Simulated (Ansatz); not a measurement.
Molecule: C7H13, net charge 0, doublet state. It need not be the lowest isomer of its formula. SMILES: C=CCC[CH]CC
Coordinates optimised at B3LYP-D3(BJ)/def2-TZVP (Ansatz, a quantum-chemistry and plane-wave program):
```xyz
20

C      2.9475     0.5524    -0.4242
C      2.2199    -0.7439    -0.0286
C      1.1471    -0.5389     0.9835
C     -0.2917    -0.7435     0.6723
C     -0.8866     0.3617    -0.2425
C     -2.3186     0.1024    -0.5868
C     -3.3391     0.8829    -0.2545
H      2.2556     1.2688    -0.8703
H      3.3970     1.0261     0.4507
H      3.7435     0.3511    -1.1445
H      1.7981    -1.2112    -0.9238
H      2.9691    -1.4484     0.3573
H      1.4224    -0.0954     1.9342
H     -0.8834    -0.7834     1.5894
H     -0.4319    -1.7060     0.1631
H     -0.7873     1.3317     0.2501
H     -0.2907     0.4058    -1.1600
H     -2.5149    -0.8163    -1.1353
H     -3.1897     1.8052     0.2962
H     -4.3579     0.6332    -0.5220
```
Charge 0, spin multiplicity 2.

Computed values are from Ansatz. Cores are frozen in the correlated levels unless marked. Open shells are spin-unrestricted. No spin-orbit coupling. Non-relativistic. CBS marks a two-point X^-3 extrapolation of the correlation energy; Hartree-Fock from the larger set. The bracket is a focal-point correction in the basis named.

| Quantity | Result |
|---|---|
| atomisation energy De | 1929.4 kcal/mol at RI-MP2/CBS(cc-pVTZ,cc-pVQZ)+[CCSD(T)-MP2]/cc-pVTZ |
| total energy | -274.1135 Eh at RI-MP2/CBS(cc-pVTZ,cc-pVQZ)+[CCSD(T)-MP2]/cc-pVTZ |
| dipole moment | 0.34 D at CCSD(T)/aug-cc-pVDZ |
| T1 diagnostic | 0.011 at CCSD/cc-pVTZ |
